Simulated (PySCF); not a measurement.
Two-component Hartree-Fock for Ga (gallium, neutral)

Start: [Ar] 3d10 4s2 4p1; 4p1/2 filled at m_j = +1/2. Calculated with PySCF 2.14 in x2c-SVPall-2c with one added diffuse shell each of s, p, d type (6s7p4d, 47 functions): generalised Hartree-Fock with the X2C-1e Hamiltonian and a Gaussian nucleus; one run each with spin-orbit coupling (SO) switched off, then screened by Boettger's factors.

| spinor shell | electrons | ε, spin-free (eV) | ε, screened SO (eV) | weight of nominal j (screened SO) | rms radius, screened SO (bohr) |
| --- | --- | --- | --- | --- | --- |
| 1s1/2 | 2 | -10437.5 | -10437.3 | 1.000 | 0.0561 |
| 2s1/2 | 2 | -1340.4 | -1340.3 | 1.000 | 0.236 |
| 2p1/2 | 2 | -1162.7 | -1181.7 | 1.000 | 0.209 |
| 2p3/2 | 4 | -1162.7 | -1153.4 | 1.000 | 0.212 |
| 3s1/2 | 2 | -179.02 | -178.96 | 1.000 | 0.699 |
| 3p1/2 | 2 | -123.14 | -125.79 | 1.000 | 0.731 |
| 3p3/2 | 4 | -123.14 | -121.75 | 1.000 | 0.741 |
| 3d3/2 | 4 | -31.749 | -32.012 | 0.998 | 0.899 |
| 3d5/2 | 6 | -31.749 | -31.469 | 0.999 | 0.901 |
| 4s1/2 | 2 | -11.847 | -11.811 | 0.996 | 2.66 |
| 4p1/2 | 1 | -5.877 | -5.946 | 0.955 | 3.67 |

| quantity | spin-free | screened SO |
| --- | --- | --- |
| E (hartree) | -1941.83733 | -1941.88975 |
| M_J | 1/2 | 1/2 |
| ⟨J²⟩ | 1.067 | 0.903 |
| ⟨L²⟩ | 2.052 | 2.053 |
| ⟨S²⟩ | 0.767 | 0.769 |

⟨J²⟩ departs a little from M_J(M_J + 1) because the unrestricted spinors polarise the closed shells.

Without spin-orbit coupling the j labels of p, d and f shells carry no meaning; the spin-free column gives the mean over the occupied spinors of each nl shell, and its ⟨J²⟩ belongs to a mixture of degenerate components.
